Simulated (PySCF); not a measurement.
Can point charges reproduce the dipole moment of `C=C1C[C@@H]1[C@@H]1CCO[SiH2]1`?

Coordinates (GFN2-xTB, Å) and charges (e) from the PBE0/pcSseg-1 density (PySCF):

```csv
atom,x,y,z,Mulliken,IAO,Hirshfeld,ESP-fitted
C1,2.802,1.417,-0.359,-0.1241,-0.3362,-0.1116,-0.5804
C2,1.544,1.341,-0.706,-0.2050,+0.0076,-0.0054,+0.2674
C3,0.324,2.030,-1.142,-0.1172,-0.3140,-0.0935,-0.3762
C4,0.330,0.535,-0.874,-0.2092,-0.1341,-0.0416,-0.3805
C5,-0.393,-0.007,0.334,-0.5063,-0.3845,-0.1106,+0.0598
C6,0.143,-1.379,0.763,-0.2144,-0.2725,-0.0749,-0.2488
C7,-0.948,-2.046,1.600,+0.1206,-0.0489,+0.0065,+0.0441
O8,-2.210,-1.754,1.042,-0.6258,-0.6586,-0.2436,-0.4621
Si9,-2.258,-0.399,0.130,+0.8952,+0.9898,+0.3997,+0.6415
H10,3.340,2.352,-0.366,+0.1147,+0.1530,+0.0458,+0.2063
H11,3.359,0.545,-0.056,+0.1141,+0.1512,+0.0445,+0.2039
H12,-0.187,2.671,-0.436,+0.1335,+0.1518,+0.0494,+0.1422
H13,0.255,2.375,-2.164,+0.1408,+0.1578,+0.0510,+0.1690
H14,0.278,-0.114,-1.743,+0.1277,+0.1452,+0.0462,+0.1820
H15,-0.251,0.697,1.160,+0.1284,+0.1385,+0.0359,+0.0726
H16,0.323,-1.984,-0.128,+0.1205,+0.1321,+0.0394,+0.1010
H17,1.075,-1.306,1.324,+0.1330,+0.1443,+0.0450,+0.0919
H18,-0.838,-3.133,1.628,+0.1198,+0.1453,+0.0441,+0.0850
H19,-0.930,-1.668,2.629,+0.1024,+0.1251,+0.0355,+0.0566
H20,-2.639,-0.752,-1.233,-0.1245,-0.1470,-0.0805,-0.1294
H21,-3.129,0.594,0.749,-0.1242,-0.1459,-0.0806,-0.1459
```

Problem. Compute μ = Σ q r for each scheme (1 e·Å = 4.803 D) and compare with the dipole of the full density.

Solution. The full density gives (1.14, 0.55, -0.05) D, 1.26 D in size; dipole vectors point from the negative to the positive end.

```
    scheme    μx    μy     μz  size (D)  share of the full size (%)  angle to the full dipole (°)
  Mulliken  0.62  0.73   0.15      0.97                          77                            27
       IAO  0.69  1.32  -0.64      1.63                         129                            41
 Hirshfeld  0.30  0.31  -0.14      0.46                          36                            25
ESP-fitted  1.15  0.54  -0.08      1.27                         101                             1
```

Problem. Which set comes closest?

Solution. Length of the difference vector: ESP-fitted 0.03 D, Mulliken 0.59 D, Hirshfeld 0.87 D, IAO 1.07 D. Closest: ESP-fitted. 

Problem. What is left for the Hirshfeld atoms' own dipoles?

Solution. The shares of the density sum to the whole, so what Σ q r misses lies in dipoles about the nuclei. The atomic dipoles sum to (1.14, 0.55, -0.05) − (0.30, 0.31, -0.14) = (0.84, 0.24, 0.09) D, 0.87 D in size.

Problem. With the origin at the mean of the coordinates, (0.000, 0.001, 0.103) Å, which are the largest single terms, by size, of the ESP-fitted dipole along the direction of the full one?

Solution. C1 -8.80, Si9 -6.80, O8 +6.19, H10 +4.01, H11 +3.20 D; all 21 atoms together +1.27 D. The single terms depend on the origin, their sum doesn't.

Problem. Give the size of the full dipole in other units.

Solution. 1.26 D = 0.497 au = 0.263 e·Å = 4.22 × 10⁻³⁰ C·m.

The structure is a single GFN2-xTB conformer in the gas phase; no vibrational or solvent corrections.
